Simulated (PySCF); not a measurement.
C5H8S, SMILES C=CC1CSC1.

Coordinates come from a PBE-D3(BJ)/def2-SVP optimisation. The values are those of a single conformer.

Computed with PBE-D3(BJ)/def2-SVP run with PySCF.

Frequencies are harmonic and unscaled.

Computed normal modes with their intensities:
| mode | ν (cm⁻¹) | IR (km/mol) | moving atoms (share of kinetic energy) |
|---|---|---|---|
| 1 | 83 | 0.0 | C 65 %, H 30 % |
| 2 | 97 | 2.3 | C 48 %, S 27 %, H 25 % |
| 3 | 283 | 0.1 | H 54 %, C 43 % |
| 4 | 298 | 0.7 | C 54 %, H 43 % |
| 5 | 400 | 0.9 | C 54 %, S 30 %, H 16 % |
| 6 | 531 | 2.6 | C 51 %, H 31 %, S 18 % |
| 7 | 641 | 10.4 | C 47 %, H 45 %, S 8 % |
| 8 | 696 | 0.3 | C 58 %, H 25 %, S 18 % |
| 9 | 706 | 1.8 | C 57 %, H 27 %, S 16 % |
| 10 | 825 | 0.0 | H 77 %, C 23 % |
| 11 | 850 | 0.7 | C 67 %, H 32 % |
| 12 | 907 | 31.9 | H 72 %, C 28 % |
| 13 | 912 | 5.4 | H 70 %, C 27 % |
| 14 | 965 | 1.1 | H 73 %, C 27 % |
| 15 | 989 | 1.9 | H 93 % |
| 16 | 997 | 8.7 | H 89 %, C 11 % |
| 17 | 1040 | 0.0 | C 73 %, H 27 % |
| 18 | 1073 | 2.5 | H 58 %, C 42 % |
| 19 | 1143 | 13.7 | H 76 %, C 24 % |
| 20 | 1169 | 0.2 | H 57 %, C 43 % |
| 21 | 1184 | 1.6 | H 63 %, C 37 % |
| 22 | 1248 | 0.1 | H 78 %, C 22 % |
| 23 | 1256 | 3.0 | H 77 %, C 23 % |
| 24 | 1279 | 0.6 | H 70 %, C 30 % |
| 25 | 1387 | 2.7 | H 80 %, C 20 % |
| 26 | 1397 | 0.1 | H 92 %, C 8 % |
| 27 | 1419 | 5.2 | H 89 %, C 11 % |
| 28 | 1670 | 3.3 | C 89 %, H 11 % |
| 29 | 2981 | 42.9 | H 95 % |
| 30 | 2983 | 11.3 | H 94 % |
| 31 | 3003 | 7.7 | H 92 % |
| 32 | 3055 | 7.4 | H 92 % |
| 33 | 3061 | 8.7 | H 90 %, C 10 % |
| 34 | 3062 | 22.9 | H 90 %, C 10 % |
| 35 | 3069 | 3.8 | H 93 % |
| 36 | 3167 | 8.7 | H 89 %, C 11 % |
